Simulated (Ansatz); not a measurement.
`[CH3][GeH]([F])[SeH]` + `BCN=C` → `BC/N=C/[SeH]` + `[CH3][GeH2][F]`  (formal exchange of groups at the Se–Ge bond)

Gas-phase electronic energies from Ansatz, PBE0-D4/def2-TZVP geometries. CCSD(T)/CBS adds triple-zeta CCSD(T) − MP2 to the extrapolated MP2 energy (def2 sets, frozen cores). DFT in def2-TZVPP. B3LYP here is the variant with VWN-RPA as its local correlation; programs differ in this. For Ge, Se outer-core shells are correlated without core-valence functions, which leaves a few kJ/mol of doubt a bond. Scalar relativity is left out up to krypton. One conformer a species, not always the lowest.

`[CH3][GeH]([F])[SeH]`:

Z-matrix (Å, degrees):
```
C
Ge 1 1.935
H 1 1.090 2 110.1
H 1 1.090 2 109.5 3 120.1
H 1 1.091 2 109.4 3 -120.4
F 2 1.746 1 105.5 3 178.7
Se 2 2.341 1 113.1 3 -62.4
H 2 1.535 1 116.4 3 62.2
H 7 1.469 2 92.4 1 -37.2
```

`BCN=C`:

```xyz
10

B    -0.139   -0.237   -1.675
C     0.306    0.416   -0.337
N    -0.648    0.368    0.736
C    -0.318   -0.216    1.800
H     0.666   -0.312   -2.558
H    -1.257   -0.619   -1.850
H     1.319    0.082   -0.047
H     0.437    1.471   -0.644
H    -1.034   -0.281    2.619
H     0.670   -0.673    1.956
```

`BC/N=C/[SeH]`:

```xyz
11

B     0.756   -0.319   -1.951
C     0.346   -0.793   -0.529
N    -0.767   -0.109    0.073
C    -0.588    0.484    1.162
Se   -2.014    1.446    1.972
H     0.109    0.475   -2.564
H     1.732   -0.809   -2.443
H     0.055   -1.846   -0.711
H     1.229   -0.864    0.132
H     0.362    0.505    1.713
H    -1.221    1.830    3.146
```

`[CH3][GeH2][F]`:

Cartesian coordinates in Å:
```
C 0.458 -0.149 0.927
Ge -0.454 0.044 -0.770
F 0.289 1.405 -1.578
H 0.037 -0.985 1.489
H 0.345 0.762 1.515
H 1.519 -0.335 0.760
H -1.940 0.412 -0.629
H -0.254 -1.154 -1.713
```

| level | ΔE (kcal/mol) |
| --- | --- |
| PBE-D4 | 20.7 |
| ωB97X-V | 22.2 |
| PBE0 | 22.0 |
| B3LYP | 21.5 |
| MP2/def2-TZVPP | 22.1 |
| HF/def2-QZVPP | 24.3 |
| SCS-MP2/def2-QZVPP | 22.2 |
| MP2/CBS(def2) | 22.9 |

Q: What does CCSD(T)/CBS give? (An estimate is asked.)

A: Computed: +23.0 kcal/mol. The listed levels differ from it by -2.3, -0.8, -1.0, -1.5, -0.9, 1.3, -0.8, -0.1 kcal/mol.

Largest T1 diagnostic among the species: 0.012.

In def2-TZVPP, CCSD(T) changes the Hartree–Fock value by −2.2 kcal/mol (the triples alone add −0.5 kcal/mol) and MP2 by −2.3 kcal/mol. From PBE to PBE0 (25 % exact exchange), in def2-TZVPP and without D4, ΔE moves by +1.4 kcal/mol.
